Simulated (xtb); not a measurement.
A run for xtb: GFN2-xTB on BClFHSe (SMILES FB(Cl)[SeH]), a point of a torsion scan.

```
$ xtb mol.xyz --gfn 2 --opt vtight --chrg 0 --uhf 0 --input xcontrol
5

F     -1.08279914     1.47845682     0.04840329
B     -0.59360416     0.12727002    -0.19323178
Cl    -1.87442675    -1.20865286    -0.06840843
Se     1.20955779    -0.29185096     0.61219804
H      1.57810869     0.69110499     1.72396161
$constrain
  force constant=1.0
  dihedral: 3,2,4,5,240.0
$end
```

Output:

```
[...]
           -------------------------------------------------
          |                Calculation Setup                |
           -------------------------------------------------



           -------------------------------------------------
          |                 G F N 2 - x T B                 |
           -------------------------------------------------

        Reference                      10.1021/acs.jctc.8b01176
      * Hamiltonian:
        H0-scaling (s, p, d)           1.850000    2.230000    2.230000
        zeta-weighting                 0.500000
      * Dispersion:
        s8                             2.700000
        a1                             0.520000
        a2                             5.000000
        s9                             5.000000
      * Repulsion:
        kExp                           1.500000    1.000000
        rExp                           1.000000
      * Coulomb:
        alpha                          2.000000
        third order                    shell-resolved
        anisotropic                    true
        a3                             3.000000
        a5                             4.000000
        cn-shift                       1.200000
        cn-exp                         4.000000
        max-rad                        5.000000


          ...................................................
          :                      SETUP                      :
          :.................................................:
          :  # basis functions                  29          :
          :  # atomic orbitals                  27          :
          :  # shells                           11          :
          :  # electrons                        24          :
          :  max. iterations                   250          :
          :  Hamiltonian                  GFN2-xTB          :
          :  restarted?                      false          :
          :  GBSA solvation                  false          :
          :  PC potential                    false          :
          :  electronic temp.          300.0000000     K    :
          :  accuracy                    1.0000000          :
          :  -> integral cutoff          0.2500000E+02      :
          :  -> integral neglect         0.1000000E-07      :
          :  -> SCF convergence          0.1000000E-05 Eh   :
          :  -> wf. convergence          0.1000000E-03 e    :
          :  Broyden damping             0.4000000          :
          :  net charge                          0          :
          :  unpaired electrons                  0          :
          ...................................................

 iter      E             dE          RMSdq      gap      omega  full diag
   1    -13.9487033 -0.139487E+02  0.974E+00    4.41       0.0  T
   2    -13.8642482  0.844551E-01  0.116E+01    1.18       1.0  T
   3    -14.2412811 -0.377033E+00  0.480E+00    2.72       1.0  T
   4    -14.2596151 -0.183340E-01  0.220E+00    2.24       1.0  T
   5    -14.2598740 -0.258920E-03  0.866E-01    2.37       1.0  T
   6    -14.2604528 -0.578825E-03  0.329E-01    2.29       1.0  T
   7    -14.2605227 -0.698547E-04  0.209E-01    2.35       1.0  T
   8    -14.2605974 -0.747336E-04  0.134E-01    2.31       1.0  T
   9    -14.2606284 -0.310039E-04  0.766E-02    2.32       1.0  T
  10    -14.2606412 -0.127613E-04  0.148E-02    2.32       3.0  T
  11    -14.2606415 -0.352454E-06  0.547E-03    2.33       8.2  T
  12    -14.2606415 -0.150448E-07  0.339E-03    2.33      13.2  T
  13    -14.2606415 -0.163299E-07  0.135E-03    2.33      33.1  T
  14    -14.2606415 -0.272934E-08  0.729E-04    2.33      61.3  T
  15    -14.2606415  0.132589E-09  0.596E-04    2.33      75.0  T

   *** convergence criteria satisfied after 15 iterations ***

         #    Occupation            Energy/Eh            Energy/eV
      -------------------------------------------------------------
         1        2.0000           -1.0729605             -29.1967
       ...           ...                  ...                  ...
         6        2.0000           -0.5333785             -14.5140
         7        2.0000           -0.5269103             -14.3380
         8        2.0000           -0.4909768             -13.3602
         9        2.0000           -0.4678375             -12.7305
        10        2.0000           -0.4613624             -12.5543
        11        2.0000           -0.4450257             -12.1098
        12        2.0000           -0.4106730             -11.1750 (HOMO)
        13                         -0.3251871              -8.8488 (LUMO)
        14                         -0.2256598              -6.1405
        15                         -0.1555727              -4.2333
        16                         -0.0930494              -2.5320
        17                         -0.0295275              -0.8035
       ...                                ...                  ...
        27                
[...]
182108              -3.2167
        16                         -0.0630254              -1.7150
        17                         -0.0296682              -0.8073
       ...                                ...                  ...
        27                          0.9110893              24.7920
      -------------------------------------------------------------
                  HL-Gap            0.1216665 Eh            3.3107 eV
             Fermi-level           -0.3451026 Eh           -9.3907 eV

 SCC (total)                   0 d,  0 h,  0 min,  0.008 sec
 SCC setup                      ...        0 min,  0.000 sec (  1.287%)
 Dispersion                     ...        0 min,  0.000 sec (  0.380%)
 classical contributions        ...        0 min,  0.000 sec (  0.117%)
 integral evaluation            ...        0 min,  0.002 sec ( 22.362%)
 iterations                     ...        0 min,  0.002 sec ( 20.677%)
 molecular gradient             ...        0 min,  0.004 sec ( 51.562%)
 printout                       ...        0 min,  0.000 sec (  3.210%)

         :::::::::::::::::::::::::::::::::::::::::::::::::::::
         ::                     SUMMARY                     ::
         :::::::::::::::::::::::::::::::::::::::::::::::::::::
         :: total energy             -14.279397366277 Eh    ::
         :: gradient norm              0.000035370009 Eh/a0 ::
         :: HOMO-LUMO gap              3.310715177363 eV    ::
         ::.................................................::
         :: SCC energy               -14.314768132019 Eh    ::
         :: -> isotropic ES            0.049086908118 Eh    ::
         :: -> anisotropic ES         -0.001607977919 Eh    ::
         :: -> anisotropic XC         -0.001995850828 Eh    ::
         :: -> dispersion             -0.002888872645 Eh    ::
         :: repulsion energy           0.035268687733 Eh    ::
         :: add. restraining           0.000102078008 Eh    ::
         :: total charge               0.000000000000 e     ::
         :::::::::::::::::::::::::::::::::::::::::::::::::::::

           -------------------------------------------------
          |                Property Printout                |
           -------------------------------------------------

    * Orbital Energies and Occupations

         #    Occupation            Energy/Eh            Energy/eV
      -------------------------------------------------------------
         1        2.0000           -1.0822343             -29.4491
         2        2.0000           -0.8598789             -23.3985
         3        2.0000           -0.7666078             -20.8605
         4        2.0000           -0.5939932             -16.1634
         5        2.0000           -0.5682035             -15.4616
         6        2.0000           -0.5658075             -15.3964
         7        2.0000           -0.5368047             -14.6072
         8        2.0000           -0.4973261             -13.5329
         9        2.0000           -0.4802515             -13.0683
        10        2.0000           -0.4741900             -12.9034
        11        2.0000           -0.4488430             -12.2136
        12        2.0000           -0.4059358             -11.0461 (HOMO)
        13                         -0.2842693              -7.7354 (LUMO)
        14                         -0.2118786              -5.7655
        15                         -0.1182108              -3.2167
        16                         -0.0630254              -1.7150
        17                         -0.0296682              -0.8073
        18                         -0.0166338              -0.4526
        19                         -0.0145362              -0.3955
        20                         -0.0143096              -0.3894
        21                         -0.0124642              -0.3392
        22                          0.0255550               0.6954
        23                          0.0696783               1.8960
       ...                                ...                  ...
        27                          0.9110893              24.7920
      -------------------------------------------------------------
                  HL-Gap            0.1216665 Eh            3.3107 eV
             Fermi-level           -0.3451026 Eh           -9.3907 eV

     #   Z          covCN         q      C6AA      α(0)
     1   9 F        0.748    -0.240    11.660     4.033
     2   5 B        2.442     0.489    17.486     7.518
     3  17 Cl       0.879    -0.179   104.738    15.657
     4  34 Se       1.870    -0.243   243.997    27.219
Note: The following floating-point exceptions are signalling: IEEE_UNDERFLOW_FLAG IEEE_DENORMAL
normal termination of xtb
     5   1 H        0.925     0.173     1.248     1.747

 Mol. C6AA /au·bohr⁶  :       1180.219930
 Mol. C8AA /au·bohr⁸  :      58179.905224
 Mol. α(0) /au        :         56.173186


Wiberg/Mayer (AO) data.
largest (>0.10) Wiberg bond orders for each atom

 ---------------------------------------------------------------------------
     #   Z sym  total        # sym  WBO       # sym  WBO       # sym  WBO
 ---------------------------------------------------------------------------
     1   9 F    1.212 --     2 B    1.116
     2   5 B    3.354 --     3 Cl   1.170     1 F    1.116     4 Se   1.045
     3  17 Cl   1.281 --     2 B    1.170
     4  34 Se   2.067 --     2 B    1.045     5 H    0.937
     5   1 H    0.970 --     4 Se   0.937
 ---------------------------------------------------------------------------

Topologies differ in total number of bonds
Writing topology from bond orders to xtbtopo.mol

molecular dipole:
                 x           y           z       tot (Debye)
 q only:        0.329       0.163       0.360
   full:       -0.448       0.244       0.123       1.335
molecular quadrupole (traceless):
                xx          xy          yy          xz          yz          zz
 q only:       -2.297       0.820      -1.560       1.019       1.054       3.857
  q+dip:       -4.399       2.145      -1.105      -0.454       1.641       5.504
   full:       -4.171       2.149      -1.972      -0.151       2.300       6.143

           -------------------------------------------------
          |                Geometry Summary                 |
           -------------------------------------------------

      molecular mass/u    :      145.2296981
   center of mass at/Å    :        0.1028564      -0.2012775       0.2676116
  moments of inertia/u·Å² :        0.7604203E+02   0.2798461E+03   0.3530368E+03
rotational constants/cm⁻¹ :        0.2216884E+00   0.6023894E-01   0.4775036E-01

 * 4 selected distances

     #   Z          #   Z                                           value/Å
     1   9 F        2   5 B                                       1.3185994 (min)
     2   5 B        3  17 Cl                                      1.7005772
     2   5 B        4  34 Se                                      1.9624681 (max)
     4  34 Se       5   1 H                                       1.4402231

 * 4 distinct bonds (by element types)

   Z      Z             #   av. dist./Å        max./Å        min./Å
   5 B    9 F           1     1.3185994     1.3185994     1.3185994
   5 B   17 Cl          1     1.7005772     1.7005772     1.7005772
   1 H   34 Se          1     1.4402231     1.4402231     1.4402231
   5 B   34 Se          1     1.9624681     1.9624681     1.9624681


optimized geometry written to: xtbopt.xyz


           -------------------------------------------------
          | TOTAL ENERGY              -14.279397366277 Eh   |
          | GRADIENT NORM               0.000035370009 Eh/α |
          | HOMO-LUMO GAP               3.310715177363 eV   |
           -------------------------------------------------

------------------------------------------------------------------------
------------------------------------------------------------------------
 total:
 SCF:
 ANC optimizer:
```

The run finished.

Warnings raised: the energy holds the restraint's term.

Cost: about 0.18 core-seconds (a rough figure).
